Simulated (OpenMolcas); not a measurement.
An OpenMolcas run meant for Cu4+ (ANO-RCC-VDZP, X2C; inactive shells 1s 2s 2p 3s 3p; intended active space 7 electrons in 5 orbitals (3d)). One step of its input:

```
&CASPT2
Multistate=10 1 2 3 4 5 6 7 8 9 10
Frozen=2 3
IPEA=0.25
Imaginary=0.1
MaxIter=60
WThr=0.0 0.3 0.05
PrWF=0.5
NoMix
Deleted=6 8
```

The run finished. Its levels beside those of a sound run (SS-CASPT2, IPEA 0.25 Eh, imaginary shift 0.1 Eh (closed shells correlated: 3s 3p)), in cm-1 above each run's lowest level:

| Level | This run | Usual run |
| --- | --- | --- |
| 3d7 4F 9/2 | 0.0 | 0.0 |
| 3d7 4F 7/2 | 1666 | 1671 |
| 3d7 4F 5/2 | 2925 | 2931 |
| 3d7 4F 3/2 | 3804 | 3810 |
| 3d7 4P 5/2 | 23138 | 22193 |
| 3d7 4P 3/2 | 24017 | 23072 |
| 3d7 2G 9/2 | 24604 | 23336 |
| 3d7 4P 1/2 | 24545 | 23599 |

Which setting is unsound, and how much does it matter here?

Nearly half of the orbitals are deleted from the virtual space, which removes much of the correlation energy. Against the sound run the excited levels shown move by 590 cm-1 on average and by 1300 cm-1 at most.

Term energies are means over components that CASPT2 splits; among the terms shown or strongly mixed into the levels shown the widest spread is 570 cm-1 (3d7 4F, the sound run). Some high roots are left out of the spin-orbit mixing, which shifts the levels that they would mix with. The basis is small and was not contracted for so high a charge. Levels of configurations outside the active space are missing.
